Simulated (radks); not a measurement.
Results of a calculation; reference values are marked as such.
Ionisation of neutral manganese, [Ar] 3d5 4s2, to Mn+, [Ar] 3d5 4s1, under several functionals. Non-relativistic Kohn-Sham, spin-polarised, spherical densities, point nucleus; open shells are filled with parallel spins first; a radial shooting solver on a logarithmic mesh with Libxc functionals. Known Delta-SCF values: Wu-Cohen GGA 6.992 eV. What does revPBE give, and what is its highest occupied eigenvalue?

Answer. 7.083 eV by Delta-SCF; the 4s eigenvalue is -4.367 eV. NIST: 7.434 eV (measured).
